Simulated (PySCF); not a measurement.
Method: PBE-D3(BJ)/def2-TZVP // r2SCAN-D4/def2-SVP (PySCF). Gas-phase values, no solvent. One relaxed conformer stands for a flexible species; it need not be the lowest. 

Reference species: [Ti(OH)4] (neutral, multiplicity 1).

| Item | Value |
|---|---|
| LUMO | -2.08 eV |
| mean distance from the central atom to its bonded neighbours | 1.798 Å |

Changed species: [Ti(OH)(H)3] (3 of 4 OH replaced by H; the reference has 0 of 4 OH replaced by H).

### Question
Predict the effect on the LUMO and mean distance from the central atom to its bonded neighbours.

### Answer
the LUMO decreases by 1.42 eV, to -3.50 eV; the mean distance from the central atom to its bonded neighbours falls by 0.090 Å, to 1.708 Å.
